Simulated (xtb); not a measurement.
F5Sb (SMILES [F][Sb]([F])([F])([F])[F]), singlet, geometry from GFN2-xTB; GFN0-xTB with GBSA(acetonitrile) (xtb).

xtb was given this input:
```
$ xtb mol.xyz --gfn 0 --gbsa acetonitrile --json

# file mol.xyz
6

Sb    -0.00538098    -0.01804812    -0.00232090
F      1.27108124    -0.77244999     1.17556001
F     -1.28766979     0.72948715    -1.17818027
F      0.23534493     1.68191679     0.82082326
F      1.08319346    -0.49526191    -1.49023129
F     -1.32250323    -1.22629968     0.65862935
```

Output, abridged:

```
   ID    Z sym.   atoms
    1   51 Sb     1
    2    9 F      2-6

           -------------------------------------------------
          |                Calculation Setup                |
           -------------------------------------------------

           -------------------------------------------------
          |                 G F N 0 - x T B                 |
           -------------------------------------------------

      * Solvation model:               GBSA
        Solvent                        acetonitrile
        Parameter file                 internal GFN2-xTB/GBSA
        Dielectric constant                3.7500E+01
        Reference state                gsolv [1 M gas/solution]
        Free energy shift                  2.0473E-03 Eh       1.2847E+00 kcal/mol
        Temperature                        2.9815E+02 K
        Density                            7.8600E-01 kg/L
        Solvent mass                       4.1050E+01 g/mol
        Interaction kernel             Still
        Born radius scaling (c1)           1.5800E+00
        Born radii integrator          GBOBC
        Born offset                        1.3788E-02 a0       2.6056E-02 AA
        H-bond correction              true
        Ion screening                  false
        Surface tension                    1.0000E-05 Eh       1.5569E+01 dyn/cm
        Grid points                               230 per atom

          ...................................................
          :                      SETUP                      :
          :.................................................:
          :  # basis functions                  30          :
          :  # atomic orbitals                  29          :
          :  # shells                           13          :
          :  # electrons                        40          :
          :  electronic temp.          300.0000000     K    :
          :  accuracy                    1.0000000          :
          :  -> integral cutoff          0.2500000E+02      :
          :  -> integral neglect         0.1000000E-07      :
          ...................................................

         :::::::::::::::::::::::::::::::::::::::::::::::::::::
         ::                     SUMMARY                     ::
         :::::::::::::::::::::::::::::::::::::::::::::::::::::
         :: total energy             -22.002661040566 Eh    ::
         :: total w/o Gsasa/hb       -22.003717240640 Eh    ::
         :: gradient norm              0.036297790618 Eh/a0 ::
         :: HOMO-LUMO gap              3.830399454289 eV    ::
         ::.................................................::
         :: H0 energy                -21.877945114043 Eh    ::
         :: repulsion energy           0.025191861825 Eh    ::
         :: electrostat energy        -0.148473902851 Eh    ::
         :: -> Gsolv                   0.000000000000 Eh    ::
         ::    -> Gsasa               -0.000991075278 Eh    ::
         ::    -> Gshift               0.002047275352 Eh    ::
         :: dispersion energy         -0.001433885497 Eh    ::
         :: short-range corr.          0.000000000000 Eh    ::
         :: add. restraining           0.000000000000 Eh    ::
         :: total charge              -0.000000000000 e     ::
         :::::::::::::::::::::::::::::::::::::::::::::::::::::

           -------------------------------------------------
          |                Property Printout                |
           -------------------------------------------------

    * Orbital Energies and Occupations

         #    Occupation            Energy/Eh            Energy/eV
      -------------------------------------------------------------
         1        2.0000           -0.8545431             -23.2533
       ...           ...                  ...                  ...
         8        2.0000           -0.4616366             -12.5618
         9        2.0000           -0.4578000             -12.4574
        10        2.0000           -0.4484283             -12.2024
        11        2.0000           -0.4483819             -12.2011
        12        2.0000           -0.4442203             -12.0878
        13        2.0000           -0.4441591             -12.0862
        14        2.0000           -0.4418386             -12.0230
        15        2.0000           -0.4418017             -12.0220
        16        2.0000           -0.4411835             -12.0052
        17        2.0000           -0.4411723             -12.0049
        18        2.0000           -0.4408368             -11.9958
        19        2.0000           -0.4408208             -11.9953
        20        2.0000           -0.4408112             -11.9951 (HOMO)
        21                         -0.3000466              -8.1647 (LUMO)
        22                         -0.1758084              -4.7840
        23                         -0.1725480              -4.6953
        24                          0.1143180               3.1108
        25                          0.1147365               3.1221
        26                          0.1207999               3.2871
        27                          0.7971038              21.6903
        28                          0.8138460              22.1459
        29                          1.4772035              40.1968
      -------------------------------------------------------------
                  HL-Gap            0.1407646 Eh            3.8304 eV
             Fermi-level            0.0000000 Eh            0.0000 eV

     #   Z          covCN         q      C6AA      α(0)
     1  51 Sb       3.604     1.042   350.475    35.233
     2   9 F        0.721    -0.208    11.374     3.886
     3   9 F        0.721    -0.208    11.374     3.886
     4   9 F        0.721    -0.209    11.383     3.887
     5   9 F        0.721    -0.209    11.383     3.887
     6   9 F        0.721    -0.209    11.381     3.887

 Mol. C6AA /au·bohr⁶  :       1208.659373
 Mol. C8AA /au·bohr⁸  :      67062.813053
 Mol. α(0) /au        :         54.665862

Wiberg/Mayer (AO) data.
largest (>0.10) Wiberg bond orders for each atom

 ---------------------------------------------------------------------------
     #   Z sym  total        # sym  WBO       # sym  WBO       # sym  WBO
 ---------------------------------------------------------------------------
     1  51 Sb   4.413 --     4 F    0.900     5 F    0.900     6 F    0.899
                             3 F    0.857     2 F    0.857
     2   9 F    1.159 --     1 Sb   0.857
     3   9 F    1.159 --     1 Sb   0.857
     4   9 F    1.203 --     1 Sb   0.900
     5   9 F    1.203 --     1 Sb   0.900
     6   9 F    1.203 --     1 Sb   0.899
 ---------------------------------------------------------------------------

Topologies differ in total number of bonds
Writing topology from bond orders to xtbtopo.mol

 dipole moment from electron density (au)
     X       Y       Z
  -0.0032  -0.0038   0.0006  total (Debye):    0.013

           -------------------------------------------------
          | TOTAL ENERGY              -22.002661040566 Eh   |
          | GRADIENT NORM               0.036297790618 Eh/α |
          | HOMO-LUMO GAP               3.830399454289 eV   |
           -------------------------------------------------

normal termination of xtb
```
